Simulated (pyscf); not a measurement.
Structures and frequencies: ωB97X-D3(BJ)/def2-SVP in PySCF. MP2 and CC: frozen core, UHF for open shells. ΔMP2 is the change of the MP2 total energy from the triple- to the quadruple-zeta basis.

Question: Estimate by transition-state theory (the high-pressure limit) the rate constant of `[CH3][CH2][SiH2]` [doublet] → `[CH2][CH2][SiH3]` [doublet] (doublet surface; C–H broken, H–Si formed) at 1200 K, with CCSD(T)/def2-TZVPP + ΔMP2(QZVPP) energies (ideal gas, 1 atm, RRHO with modes under 100 cm⁻¹ raised to 100, one conformer, R ln 2 for chiral ones without a mode under 150 cm⁻¹; no tunnelling).

Answer: The electronic barrier is 41.1 kcal/mol and the thermal terms add -3.1, so ΔG‡ = 38.0 kcal/mol. With k_BT/h = 2.50e+13 s⁻¹ and RT = 2.385 kcal/mol, k = 3.0e+06 s⁻¹, a half-life of 2.3e-07 s through this channel alone. Wigner's tunnelling factor for 1772i cm⁻¹ would be 1.19. A shift of 1 kcal/mol in the barrier changes k by a factor 1.5. H₃C–CH₂–SiH₂• lies 11.7 kcal/mol over its isomer H₃C–SiH•–CH₃ (electronic energy, ωB97M-D3(BJ)). •H₂C–CH₂–SiH₃ lies 20.0 kcal/mol over its isomer H₃C–SiH•–CH₃ (electronic energy, ωB97M-D3(BJ)). One saddle was located; it need not be the lowest between these sides. The CCSD(T) − MP2 part came from Ansatz, without density fitting, on the same reference.
